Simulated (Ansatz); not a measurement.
Ansatz (an electronic-structure program) input (r2SCAN/def2-TZVP):

Ansatz 0.2 input:
```yaml
crystal:
  periodic: [false, false, false]
  atoms:
    - {symbol: C, position_ang: [-2.70349600, -0.42430344, 0.12072105]}
    - {symbol: Sn, position_ang: [-0.58265597, -0.09144564, 0.02601773]}
    - {symbol: I, position_ang: [0.53980891, -1.71595707, -1.81731220]}
    - {symbol: I, position_ang: [-0.06539195, 2.47130838, -0.65336417]}
    - {symbol: I, position_ang: [0.55315964, -0.59407706, 2.42479129]}
    - {symbol: H, position_ang: [-2.86945045, -1.46312114, 0.39597233]}
    - {symbol: H, position_ang: [-3.11644328, 0.24577358, 0.87099945]}
    - {symbol: H, position_ang: [-3.12189194, -0.21208485, -0.86027562]}
basis:
  gaussian:
    orbitals: def2-TZVP
hamiltonian:
  xc: {name: r2SCAN}
relax: {f_tol: 0.003, max_steps: 100}
```

Output:

```
Functional definition: r2SCAN
integrals: 0.27 GiB planned
1801 factors; their error is unknown
0.32 GiB of the device are held for the grids
1.53 GiB of device memory are held for the factors and their scratch space
mean field: 1.30 GiB planned
mean field evaluation 1: about -31228.0963 eV, gradient 5.9e1 eV
mean field evaluation 2: about -31209.4358 eV, gradient 8.8e1 eV
mean field evaluation 4: about -31236.1119 eV, gradient 1.2e1 eV
mean field evaluation 8: about -31236.4220 eV, gradient 7.1e-2 eV
mean field evaluation 16: about -31236.3885 eV, gradient 2.4e-4 eV
mean field -31236.38850699 eV, -1147.9161048473 hartree, gradient 5.3e-5 eV, S^2 0.000000; 0 other end points of the search recorded, 0 dependent functions left out
the calculation of the forces begins
reference -31236.38851969 eV, -1147.9161053139 hartree; 53, 53 occupied and 196, 196 virtual orbitals, 1801 factors
relax step   1: F+E_penalty+E_count = -31236.38850699 eV  Δ(F+E_penalty+E_count) = +0.000e0 eV  max|allowed force component| = 1.755e-1 eV/Å  Δτ_max = 0.0000 Å  (32 SCF iters, accepted)
these checks for a lower state are left out or cut short: starts, cluster_reference, orbital_swaps, neighbouring_geometries, increment
integrals: 0.27 GiB planned
1801 factors; their error is unknown
0.29 GiB of the device are held for the grids
1.53 GiB of device memory are held for the factors and their scratch space
mean field: 1.31 GiB planned
mean field -31236.39213044 eV, -1147.9162380067 hartree, gradient 2.2e-5 eV, S^2 0.000000; 0 other end points of the search recorded, 0 dependent functions left out
the calculation of the forces begins
reference -31236.39214309 eV, -1147.9162384716 hartree; 53, 53 occupied and 196, 196 virtual orbitals, 1801 factors
relax step   2: F+E_penalty+E_count = -31236.39213044 eV  Δ(F+E_penalty+E_count) = -3.623e-3 eV  max|allowed force component| = 6.162e-2 eV/Å  Δτ_max = 0.0233 Å  (33 SCF iters, accepted)
these checks for a lower state are left out or cut short: starts, cluster_reference, orbital_swaps, neighbouring_geometries, increment
integrals: 0.27 GiB planned
1801 factors; their error is unknown
0.29 GiB of the device are held for the grids
1.53 GiB of device memory are held for the factors and their scratch space
mean field: 1.31 GiB planned
mean field evaluation 32: about -31236.3929 eV, gradient 2.6e-3 eV
mean field -31236.39287476 eV, -1147.9162653597 hartree, gradient 2.2e-5 eV, S^2 0.000000; 0 other end points of the search recorded, 0 dependent functions left out
the calculation of the forces begins
reference -31236.39288742 eV, -1147.9162658250 hartree; 53, 53 occupied and 196, 196 virtual orbitals, 1801 factors
relax step   3: F+E_penalty+E_count = -31236.39287476 eV  Δ(F+E_penalty+E_count) = -7.443e-4 eV  max|allowed force component| = 2.235e-2 eV/Å  Δτ_max = 0.0070 Å  (34 SCF iters, accepted)
these checks for a lower state are left out or cut short: starts, cluster_reference, orbital_swaps, neighbouring_geometries, increment
integrals: 0.27 GiB planned
1801 factors; their error is unknown
0.29 GiB of the device are held for the grids
1.53 GiB of device memory are held for the factors and their scratch space
mean field: 1.31 GiB planned
mean field -31236.39288396 eV, -1147.9162656980 hartree, gradient 2.2e-5 eV, S^2 0.000000; 0 other end points of the search recorded, 0 dependent functions left out
the calculation of the forces begins
reference -31236.39289662 eV, -1147.9162661633 hartree; 53, 53 occupied and 196, 196 virtual orbitals, 1801 factors
relax step   4: F+E_penalty+E_count = -31236.39288396 eV  Δ(F+E_penalty+E_count) = -9.205e-6 eV  max|allowed force component| = 6.163e-3 eV/Å  Δτ_max = 0.0004 Å  (36 SCF iters, accepted)
these checks for a lower state are left out or cut short: starts, cluster_reference, orbital_swaps, neighbouring_geometries, increment
integrals: 0.27 GiB planned
1801 factors; their error is unknown
0.29 GiB of the device are held for the grids
1.53 GiB of device memory are held for the factors and their scratch space
mean field: 1.31 GiB planned
mean field -31236.39288461 eV, -1147.9162657219 hartree, gradient 2.2e-5 eV, S^2 0.000000; 0 other end points of the search recorded, 0 dependent functions left out
the calculation of the forces begins
reference -31236.39289727 eV, -1147.9162661872 hartree; 53, 53 occupied and 196, 196 virtual orbitals, 1801 factors
relax step   5: F+E_penalty+E_count = -31236.39288461 eV  Δ(F+E_penalty+E_count) = -6.500e-7 eV  max|allowed force component| = 1.419e-3 eV/Å  Δτ_max = 0.0002 Å  (35 SCF iters, accepted)
integrals: 0.27 GiB planned
1801 factors; their error is unknown
0.29 GiB of the device are held for the grids
1.53 GiB of device memory are held for the factors and their scratch space
mean field: 1.31 GiB planned
mean field evaluation 64: about -31236.4233 eV, gradient 1.4e0 eV
mean field -31236.39288461 eV, -1147.9162657219 hartree, gradient 2.2e-5 eV, S^2 0.000000; 1 other end points of the search recorded, 0 dependent functions left out
the calculation of the forces begins
reference -31236.39289727 eV, -1147.9162661872 hartree; 53, 53 occupied and 196, 196 virtual orbitals, 1801 factors
Total energy: -31236.39289727 eV, -1147.9162661872 hartree
Atom 0 at    -2.692784    -0.422630     0.120235 Å, force    -0.000673    -0.000082     0.000053 eV/Å
Atom 1 at    -0.583905    -0.091646     0.026070 Å, force     0.001419     0.000189    -0.000097 eV/Å
Atom 2 at     0.527534    -1.709225    -1.808141 Å, force    -0.000103     0.000146     0.000166 eV/Å
Atom 3 at    -0.074696     2.457896    -0.649740 Å, force    -0.000056    -0.000223     0.000061 eV/Å
Atom 4 at     0.540867    -0.592679     2.413543 Å, force    -0.000110     0.000044    -0.000206 eV/Å
Atom 5 at    -2.861174    -1.462693     0.395822 Å, force    -0.000131    -0.000099     0.000025 eV/Å
Atom 6 at    -3.108371     0.247660     0.871256 Å, force    -0.000195     0.000029     0.000068 eV/Å
Atom 7 at    -3.113831    -0.210592    -0.861495 Å, force    -0.000150    -0.000003    -0.000070 eV/Å
Dipole moment:    -0.477274    -0.074905     0.021313 e Å
```
